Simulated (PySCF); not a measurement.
CoH₂: one-bond stretch

Method: PySCF, UPBE0, basis Co def2-TZVP, H def2-TZVP (no relativity, density fitting).

Rigid scan from the quartet minimum (Co–H 1.603 Å (×2); H–Co–H 180.0°). Coordinate: the bond from Co to the last atom (H) scaled, the rest fixed. Energies in kJ/mol from the minimum.

**Question.** Predict the curve at 0.92, 0.96, 1.00, 1.05, 1.12, 1.20, 1.35, 1.55, 1.80, 2.20.

**Answer.** 
```csv
scale of one bond,E (kJ/mol),dipole size (D),⟨S²⟩
0.92,10.7,0.43,3.76
0.96,2.4,0.21,3.76
1.00,0.0,0.00,3.76
1.05,3.2,0.26,3.76
1.12,16.0,0.60,3.76
1.20,38.3,0.99,3.77
1.35,90.9,1.68,3.77
1.55,164.3,–,3.78
1.80,243.9,–,3.79
2.20,332.6,–,3.85
```

With open d or f shells other occupations or spin states may lie lower.
